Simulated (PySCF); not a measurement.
## Polarisability and C₆ of Cl²⁺ (chlorine, charge +2)

[Ne] 3s2 3p3, high-spin 4S determinant. Computed with PySCF 2.14 in aug-cc-pV(5+d)Z (8s7p6d4f3g2h, 136 functions), with no relativity, point nucleus. Coupled (time-dependent) response in atomic units; α is the mean over directions.

```
 method  mean α (bohr³)  C₆ (like pair)  S(−4)
    UHF           5.983           21.28  11.57
    PBE           5.880           20.94  10.23
   PBE0           5.870           20.87  10.30
r2SCAN0           5.884           21.31  10.21
```

S(−4) is the Cauchy moment in α(ω) = α(0) + S(−4) ω² + …

α(iu) at PBE0:

```json
{"u (hartree)": "0", "α(iu) (bohr³)": "5.870"}
{"u (hartree)": "0.0500", "α(iu) (bohr³)": "5.844"}
{"u (hartree)": "0.100", "α(iu) (bohr³)": "5.769"}
{"u (hartree)": "0.200", "α(iu) (bohr³)": "5.492"}
{"u (hartree)": "0.300", "α(iu) (bohr³)": "5.095"}
{"u (hartree)": "0.500", "α(iu) (bohr³)": "4.168"}
{"u (hartree)": "0.750", "α(iu) (bohr³)": "3.111"}
{"u (hartree)": "1.00", "α(iu) (bohr³)": "2.318"}
{"u (hartree)": "1.50", "α(iu) (bohr³)": "1.372"}
{"u (hartree)": "2.00", "α(iu) (bohr³)": "0.8961"}
{"u (hartree)": "3.00", "α(iu) (bohr³)": "0.4747"}
{"u (hartree)": "5.00", "α(iu) (bohr³)": "0.2129"}
```

A single London oscillator, α(iu) = α/(1 + u²/ω²), gives C₆ = (3/4) ω α². Matching the computed C₆ needs ω = 4 × 20.87 / (3 × 5.870²) = 0.808 hartree.

For an ion, C₆ is the dispersion term alone; charge-induced terms of lower order in 1/R come first.
